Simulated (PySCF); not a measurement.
Species: C4H6BF5.
Geometry (PBE0-D3(BJ)/def2-SVP, Å), atoms numbered from 1 in this order:
```
atom  x, y, z in Å
F1     3.451   -0.174   -0.857
B2     2.365    0.189   -0.197
F3     2.172    1.491   -0.064
C4     1.390   -0.863    0.423
C5     0.038   -0.332    0.890
C6    -0.831    0.146   -0.264
C7    -2.201    0.595    0.170
F8    -2.140    1.597    1.054
F9    -2.925    1.021   -0.870
F10   -2.884   -0.401    0.750
H11    1.271   -1.703   -0.282
H12    1.940   -1.300    1.278
H13   -0.505   -1.114    1.444
H14    0.182    0.503    1.594
H15   -0.364    0.996   -0.785
H16   -0.980   -0.655   -1.005
```

Linear response at wB97X-D/def2-SVPD (PySCF, frozen core in the response, non-relativistic).

Static isotropic polarisability: 63.30 au (9.38 Å³), principal values 57.7, 60.8, 71.4 au.

**Question.** What is the polarisability at 1064 nm and at the sodium D line?

**Answer.** 63.61 au at 1064 nm (+0.5 %), 64.33 au at 589.3 nm (+1.6 %). The rise at 589.3 nm is 3.31 times that at 1064 nm; a pure ω² law gives 3.26. The lowest singlet lies at 147 nm, shorter than both wavelengths.

**Question.** What is the isotropic C6 coefficient between two such molecules, C6 = (3/π)∫α(iω)² dω?

**Answer.** 2131 au (Eh·bohr⁶) by a ten-point quadrature over imaginary frequencies, which is 1270 eV·Å⁶ or 123 J·nm⁶/mol.

**Question.** Which effective excitation energy ω̄ makes London's formula C6 = (3/4)α²ω̄ exact here?

**Answer.** ω̄ = 4·C6/(3α²) = 0.709 Eh = 19.3 eV. A one-pole form α(ω) = α/(1 − ω²/ω̄²) fitted to the 1064 nm value gives 16.7 eV. London's choice of the ionisation energy (12.05 eV, ΔSCF at the same level) gives C6 = 1330 au, 38 % too low.

**Question.** The lowest 10 singlets have (eV, f): 8.41, 0.014; 9.17, 0.019; 9.49, 0.017; 9.76, 0.031; 9.92, 0.013; 10.16, 0.079; 10.25, 0.024; 10.28, 0.006; 10.35, 0.024; 10.46, 0.016. What share of the static polarisability do they carry in the sum over states α = Σ f/ω²?

**Answer.** 1.85 au, 2.9 % of α; the largest term, 0.57 au, is that of the state at 10.16 eV. Their oscillator strengths add up to 0.24. Higher states carry the rest.

**Question.** What n − 1 at the D line would an ideal gas of it have at 273.15 K and 1 atm (2.6868 × 10¹⁹ cm⁻³), by n − 1 = 2π·N·α′?

**Answer.** 16.09 × 10⁻⁴, a formal value whether or not that pressure can be reached.

**Question.** How many electrons N does the Slater–Kirkwood formula C6 = (3/4)·√N·α^(3/2) need to give this C6?

**Answer.** N = (4·C6/3)²/α³ = 31.8; the species has 80 electrons in all.

**Question.** How anisotropic is the static polarisability, by Δα² = ½[(α1 − α2)² + (α2 − α3)² + (α3 − α1)²]?

**Answer.** Δα = 12.5 au, or 0.20 of the isotropic value.

**Question.** What three-body coefficient follows from the one-pole estimate C9 = (3/4)·α·C6?

**Answer.** 101000 au. This is an estimate from the two numbers above, not a computed integral.

**Question.** What molar refraction at the D line follows from R = (4π/3)·N_A·α′, with α′ the polarisability volume?

**Answer.** α′ = 9.53 Å³ gives R = 24.04 cm³/mol, for isolated, non-vibrating species.

The run took 14 min of wall time (grids of density and orbitals included) on Arm Neoverse N1, one thread (shared host), and the process peaked at 1.4 GiB of memory. This is the whole response run at wB97X-D/def2-SVPD, SCF included.

One conformer stands for the species.

Note: wB97X-D ran without an empirical dispersion term, which enters the total energy and its gradient alone.
